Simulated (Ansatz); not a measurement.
Ansatz (a program for electronic structure) input (CCSD(T)/aug-cc-pVDZ):

Ansatz 0.2 input:
```yaml
crystal:
  periodic: [false, false, false]
  atoms:
    - {symbol: C, position_ang: [-1.67357070, -0.97084829, 0.45329201]}
    - {symbol: C, position_ang: [-1.79093813, 0.52435135, 0.40956587]}
    - {symbol: C, position_ang: [-0.59534498, 1.10576306, 0.09115353]}
    - {symbol: C, position_ang: [0.39670578, 0.12882511, -0.10255537]}
    - {symbol: C, position_ang: [-0.18831254, -1.24855369, 0.10604027]}
    - {symbol: C, position_ang: [1.73028032, 0.36702457, -0.43789477]}
    - {symbol: N, position_ang: [2.84318715, 0.54050552, -0.71652297]}
    - {symbol: H, position_ang: [-2.35535046, -1.44563253, -0.25852550]}
    - {symbol: H, position_ang: [-1.94335982, -1.36367643, 1.43809035]}
    - {symbol: H, position_ang: [-2.70892873, 1.05852060, 0.60667891]}
    - {symbol: H, position_ang: [-0.41931400, 2.16762561, -0.00288616]}
    - {symbol: H, position_ang: [0.33217853, -1.77883239, 0.90697659]}
    - {symbol: H, position_ang: [-0.08045402, -1.86091618, -0.79228271]}
basis:
  gaussian:
    orbitals: aug-cc-pVDZ
magnetization: {spin_polarized: true, initial_magnetization: 1}
correlation: {method: ccsd_t, electrons: outside_noble_gas}
output: {forces: true}
```

End of the output:

```
Total energy: -7787.56901896 eV, -286.1878828428 hartree
Atom 0 at    -1.673571    -0.970848     0.453292 Å, force    -0.009567    -0.255560     0.014668 eV/Å
Atom 1 at    -1.790938     0.524351     0.409566 Å, force    -0.648262    -0.154151     0.164864 eV/Å
Atom 2 at    -0.595345     1.105763     0.091154 Å, force     0.340021     0.693862    -0.116085 eV/Å
Atom 3 at     0.396706     0.128825    -0.102555 Å, force    -0.512810    -0.462951     0.146889 eV/Å
Atom 4 at    -0.188313    -1.248554     0.106040 Å, force    -0.043207    -0.102197     0.015429 eV/Å
Atom 5 at     1.730280     0.367025    -0.437895 Å, force    -1.376590    -0.180625     0.343004 eV/Å
Atom 6 at     2.843187     0.540506    -0.716523 Å, force     2.698702     0.421817    -0.675704 eV/Å
Atom 7 at    -2.355350    -1.445633    -0.258526 Å, force    -0.262592    -0.177396    -0.317154 eV/Å
Atom 8 at    -1.943360    -1.363676     1.438090 Å, force    -0.084358    -0.141940     0.416829 eV/Å
Atom 9 at    -2.708929     1.058521     0.606679 Å, force    -0.458397     0.277458     0.097910 eV/Å
Atom 10 at    -0.419314     2.167626    -0.002886 Å, force     0.082939     0.529000    -0.045694 eV/Å
Atom 11 at     0.332179    -1.778832     0.906977 Å, force     0.231080    -0.204956     0.364699 eV/Å
Atom 12 at    -0.080454    -1.860916    -0.792283 Å, force     0.043042    -0.242361    -0.409657 eV/Å
Dipole moment:    -0.932082    -0.203126     0.236150 e Å
```

It need not be the lowest isomer of its formula.

The determinant is spin-contaminated: <S^2> is 1.08 against 0.75 for a pure state.
